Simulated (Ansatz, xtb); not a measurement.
**Relative energy of two isomers of C3H4FN3**

We compare a, `Cn1ncnc1F`, a singlet, with b, `FCc1nc[nH]n1`, a singlet. Both are isolated molecules in the gas phase, relaxed with PBE-D3(BJ)/def2-SVP; the shapes shown needn't be the lowest conformers.

a (Å):

```
atom    x (Å)    y (Å)    z (Å)
   C   0.8496   1.7033  -0.4825
   C   0.3838  -0.7587   1.9562
   C  -0.4943  -0.3646   0.1195
   F  -1.2175  -0.3566  -0.9884
   N   0.4533   0.5839   0.3442
   N   1.0345   0.3321   1.5490
   N  -0.5773  -1.2306   1.1021
   H   1.9232   1.6237  -0.7425
   H   0.2444   1.6887  -1.4071
   H   0.6784   2.6559   0.0558
   H   0.6142  -1.2366   2.9172
```

b (Å):

```xyz
11

C    -2.3534   -0.1620   -0.2161
C    -0.9648   -0.4179    0.2742
C     1.1425   -0.5319    0.3305
F    -2.7282   -1.1025   -1.1695
N     0.1602   -0.0736   -0.4308
N     0.6190   -1.1218    1.4427
N    -0.7256   -1.0618    1.4252
H    -3.0586   -0.2144    0.6402
H    -2.4030    0.8462   -0.6804
H     2.2204   -0.4614    0.1353
H     1.1012   -1.5634    2.2286
```

Quicker runs give these differences E(b) − E(a): GFN2-xTB +35.4 kJ/mol; HF/STO-3G +30.7 kJ/mol (at GFN2-xTB geometries); r2SCAN-D4/def2-SVP +7.3 kJ/mol (at GFN2-xTB geometries).

Estimate E(b) − E(a) at the level CCSD(T)/def2-SVP + ΔMP2/def2-TZVPP.

Not settled: CCSD(T)/def2-SVP + ΔMP2/def2-TZVPP gives E(b) − E(a) = −11.9 kJ/mol, but this leans on the basis-set step: CCSD(T) alone gives +0.5 kJ/mol.

How the difference moves with the method:

```tsv
level	geometry	E(b) − E(a) (kJ/mol)	departure from the last row (kJ/mol)	job, with rough time for the two
GFN2-xTB	GFN2-xTB	+35.4	+47.3	optimisation, 0.08 s
HF/STO-3G	GFN2-xTB	+30.7	+42.7	single point, 0.32 s
r2SCAN-D4/def2-SVP	GFN2-xTB	+7.3	+19.3	single point, 3.4 s
PBE-D3(BJ)/def2-SVP	PBE-D3(BJ)/def2-SVP	+6.6	+18.5	optimisation, 23 s
HF/def2-SVP	PBE-D3(BJ)/def2-SVP	+0.5	+12.5	part of the CCSD(T) run
MP2/def2-SVP	PBE-D3(BJ)/def2-SVP	−1.0	+10.9	part of the CCSD(T) run
CCSD(T)/def2-SVP	PBE-D3(BJ)/def2-SVP	+0.5	+12.4	single point
CCSD(T)/def2-SVP + ΔMP2/def2-TZVPP	PBE-D3(BJ)/def2-SVP	−11.9		single point, 52 s
```

As drawn, b has 1 C–C, 1 N–H in place of 1 C–N, 1 C–H.

GFN2-xTB, HF/STO-3G, r2SCAN-D4/def2-SVP, PBE-D3(BJ)/def2-SVP put the two in the other order. HF/def2-SVP, MP2/def2-SVP, CCSD(T)/def2-SVP find them nearly level. The largest departure from CCSD(T)/def2-SVP + ΔMP2/def2-TZVPP is that of GFN2-xTB, 47.3 kJ/mol. The last row adds to CCSD(T) the change of the MP2 difference between the two basis sets, here −12.4 kJ/mol.

With thermal terms from frequencies at re-optimised GFN2-xTB minima (ideal gas, soft modes damped towards free rotors, one conformer each, 298.15 K, 1 atm): on the last row, ΔE + ΔZPE = −11.5, ΔH = −12.2, ΔG = −11.4 kJ/mol.

The correlated steps freeze 7 core orbitals. Programs: Ansatz 0.2.0, xtb 6.7.1; the last row on 2 threads of Arm Neoverse V2 on a shared host.
